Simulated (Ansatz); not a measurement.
Ansatz (an electronic-structure program) input (B3LYP/6-31+G*): The .json file is the Basis Set Exchange's 6-31+G*.

Ansatz 0.2 input:
```yaml
crystal:
  periodic: [false, false, false]
  atoms:
    - {symbol: C, position_ang: [-1.75773085, -0.10134345, 0.05558461]}
    - {symbol: C, position_ang: [-0.74252211, -1.22251470, 0.05791304]}
    - {symbol: C, position_ang: [0.56677545, -0.84964834, 0.00782957]}
    - {symbol: C, position_ang: [1.06008694, 0.49517278, -0.04619186]}
    - {symbol: N, position_ang: [1.44093606, 1.59274886, -0.08962976]}
    - {symbol: H, position_ang: [-1.37583168, 0.93737169, 0.01383326]}
    - {symbol: H, position_ang: [-2.44356205, -0.23660060, -0.79067201]}
    - {symbol: H, position_ang: [-2.39151303, -0.18586039, 0.94776521]}
    - {symbol: H, position_ang: [1.36469773, -1.59415053, 0.00566966]}
basis:
  gaussian:
    orbitals: 6-31+G_.json
hamiltonian:
  xc: {name: B3LYP}
total_charge: -1
output: {forces: true}
```

Output:

```
Functional definition: B3LYP
integrals: 0.06 GiB planned
977 factors; integrals over basis functions are off by at most 1.5e-3 eV
mean field: 0.37 GiB planned
mean field evaluation 1: about -5695.1765 eV, gradient 5.1e1 eV
mean field evaluation 2: about -5678.7983 eV, gradient 8.6e1 eV
mean field evaluation 4: about -5701.5171 eV, gradient 7.3e0 eV
mean field evaluation 8: about -5701.8727 eV, gradient 9.1e-1 eV
mean field evaluation 16: about -5701.8751 eV, gradient 2.5e-5 eV
mean field -5701.87507780 eV, -209.5400442394 hartree, gradient 4.1e-5 eV, S^2 0.000000; 0 other end points of the search recorded, 0 dependent functions left out
the calculation of the forces begins
reference -5701.87535465 eV, -209.5400544134 hartree; 18, 18 occupied and 85, 85 virtual orbitals, 977 factors
Total energy: -5701.87535465 eV, -209.5400544134 hartree
Atom 0 at    -1.757731    -0.101343     0.055585 Å, force    -0.076779    -0.056045     0.003935 eV/Å
Atom 1 at    -0.742522    -1.222515     0.057913 Å, force    -0.277814    -0.194028     0.013981 eV/Å
Atom 2 at     0.566775    -0.849648     0.007830 Å, force     0.304437    -0.087920    -0.006549 eV/Å
Atom 3 at     1.060087     0.495173    -0.046192 Å, force    -0.348770    -1.015440     0.040080 eV/Å
Atom 4 at     1.440936     1.592749    -0.089630 Å, force     0.477509     1.302144    -0.052303 eV/Å
Atom 5 at    -1.375832     0.937372     0.013833 Å, force     0.044435     0.137735    -0.005350 eV/Å
Atom 6 at    -2.443562    -0.236601    -0.790672 Å, force    -0.102386     0.002698    -0.107692 eV/Å
Atom 7 at    -2.391513    -0.185860     0.947765 Å, force    -0.095770     0.009148     0.113279 eV/Å
Atom 8 at     1.364698    -1.594151     0.005670 Å, force     0.075138    -0.098291     0.000619 eV/Å
Dipole moment:    -0.067267     0.249279    -0.005262 e Å
```

The dipole moment of an ion depends on the origin.

The geometry given is a B3LYP-D3(BJ)/def2-TZVP minimum.
